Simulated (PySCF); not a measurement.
All values below come from B3LYP-D3(BJ)/def2-TZVP (PySCF). All species are isolated molecules in the gas phase. B3LYP has the VWN-RPA correlation part, as in Gaussian. 

Reference species (SMILES): `[I]` (neutral, multiplicity 2).

```
Item                              Value
-----------------------------  --------
highest occupied spin orbital  -7.63 eV
dipole moment                    0.00 D
```

Changed species: `[SeH]` (radical fragment; the reference has radical fragment).

Question: Give the shifts of the highest occupied spin orbital and dipole moment.

Answer: the highest occupied spin orbital goes up by 0.86 eV, to -6.77 eV; the dipole moment rises by 0.55 D, to 0.55 D.
